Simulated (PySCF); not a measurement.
Gas-phase reaction: As + H2 ⇌ AsH2

Energies from PySCF, thermal terms from the rigid-rotor harmonic-oscillator model, ideal gas at 1 bar. † marks an energy on the PBE0/def2-TZVP geometry and frequencies; other levels use their own. MP2 freezes the core. 6-31G* has spherical d functions here. Open shells (unrestricted): As (multiplicity 4), AsH2 (multiplicity 2); the rest are closed-shell singlets. B3LYP is the form with VWN-RPA correlation. As: all electrons, no relativistic terms. AsH2: computed as isolated molecules; such fragments, hydroxides, amides, oligomers or adducts are transient or little studied in the gas. MP2 isn't extrapolated to the basis-set limit; its ΔH°(298 K) is -93.0 kJ in def2-SVP and -107.5 kJ in def2-TZVPP. The harmonic model lacks anharmonicity and excited electronic states, which grow with temperature; levels with a mode under 35 cm⁻¹ are left out.

| level | ΔE electronic, kJ | ΔH°(298 K), kJ | ΔS°(298 K), J/K | ΔG°(1600 K), kJ |
|---|---|---|---|---|
| B3LYP/def2-TZVP† | -144 | -143 | -79 | -3 |
| HF/6-31G* | -34 | -32 | -79 | 109 |
| MP2/def2-SVP† | -94 | -93 | -79 | 47 |
| MP2/def2-TZVPP† | -109 | -108 | -79 | 32 |
| PBE0/def2-TZVP | -143 | -142 | -79 | -2 |
| LDA/def2-TZVP† | -205 | -204 | -79 | -64 |
| ωB97M-V/def2-TZVP† | -139 | -138 | -79 | 2 |
| ωB97X-V/def2-TZVP† | -158 | -157 | -79 | -17 |
ΔH° is lowest at LDA/def2-TZVP† and highest at HF/6-31G*. No reference value is set beside these.
